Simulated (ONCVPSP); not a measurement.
Which change was made? (Zr, ONCV)

Zr (Z = 40), optimised norm-conserving Vanderbilt (ONCV), made with ONCVPSP 4.0.1 (PBEsol, fully relativistic). Core [Kr], reference 4d3 5s1. Waves: 5s: rc 3.25 bohr, ncon 4, nbas 8, qcut 1.8 1/bohr, 3 projectors, debl 0.6 Ha; p scattering state at 0.19 Ha: rc 2.75 bohr, ncon 4, nbas 9, qcut 2.5 1/bohr, 3 projectors, debl 3.1 Ha; 4d: rc 2.95 bohr, ncon 4, nbas 9, qcut 6.1 1/bohr, 3 projectors, debl 3.3 Ha. Local part: polynomial inside 2.00 bohr (lpopt 5, dvloc0 4 Ha). Core correction: Teter function, fcfact 3.25, rcfact 1.65.

Open shells are filled in proportion to 2j + 1.

Cutoffs, loose and tight: the cutoffs (Ha) at which the residual kinetic energy of the hardest occupied pseudo-wave falls to 1 and 0.1 mHa per electron. They do not see the model core or the augmentation charge, which bear on the density cutoff. Test errors are all-electron minus pseudo excitation energies from the reference, over the configurations 4d2 5s2; 4d2 5s1; 4d2 5s0; 4d2 5s1 5p1; variants that change the core or the reference have their own tests.

The base gives: outcome: generated; cutoff, loose: 11 Ha; cutoff, tight: 13 Ha; bound ghosts: none; GHOST(+) flags above zero: s, p3/2, p1/2; largest test error (meV): -359.

**Question.** After one change the result is: outcome: generated; cutoff, loose: 11 Ha; cutoff, tight: 13 Ha; bound ghosts: none; GHOST(+) flags above zero: s, p3/2, p1/2; largest test error (meV): -53. Which change was it?
A. core [Ar] 3d10, valence charge 12; reference 4s2 4p6 4d2 5s0.5; waves now 4s+5s: rc 1.90 bohr, ncon 4, nbas 7, qcut 4.8 1/bohr, 2 projectors; 4p: rc 1.35 bohr, ncon 4, nbas 9, qcut 5.8 1/bohr, 2 projectors, debl 2.5 Ha; 4d: rc 2.90 bohr, ncon 4, nbas 9, qcut 5.8 1/bohr, 2 projectors, debl 3.5 Ha; local potential polynomial inside 1.10 bohr (lpopt 5, dvloc0 0 Ha)
B. core correction Teter function, fcfact 3.25, rcfact 1.42
C. core correction Teter function, fcfact 2, rcfact 1.65
D. core correction Teter function fitted to the true core (icmod 2), fcfact 0.7

**Answer.** D. The others give: core [Ar] 3d10, valence charge 12; reference 4s2 4p6 4d2 5s0.5; waves now 4s+5s: rc 1.90 bohr, ncon 4, nbas 7, qcut 4.8 1/bohr, 2 projectors; 4p: rc 1.35 bohr, ncon 4, nbas 9, qcut 5.8 1/bohr, 2 projectors, debl 2.5 Ha; 4d: rc 2.90 bohr, ncon 4, nbas 9, qcut 5.8 1/bohr, 2 projectors, debl 3.5 Ha; local potential polynomial inside 1.10 bohr (lpopt 5, dvloc0 0 Ha) → outcome: generated; cutoff, loose: 38 Ha; cutoff, tight: 140 Ha; bound ghosts: none; GHOST(+) flags above zero: s; largest test error (meV): -3.3 | core correction Teter function, fcfact 2, rcfact 1.65 → outcome: generated; cutoff, loose: 11 Ha; cutoff, tight: 13 Ha; bound ghosts: none; GHOST(+) flags above zero: s, p3/2, p1/2; largest test error (meV): -254 | core correction Teter function, fcfact 3.25, rcfact 1.42 → outcome: generated; cutoff, loose: 11 Ha; cutoff, tight: 13 Ha; bound ghosts: none; GHOST(+) flags above zero: s, p3/2, p1/2; largest test error (meV): -140.
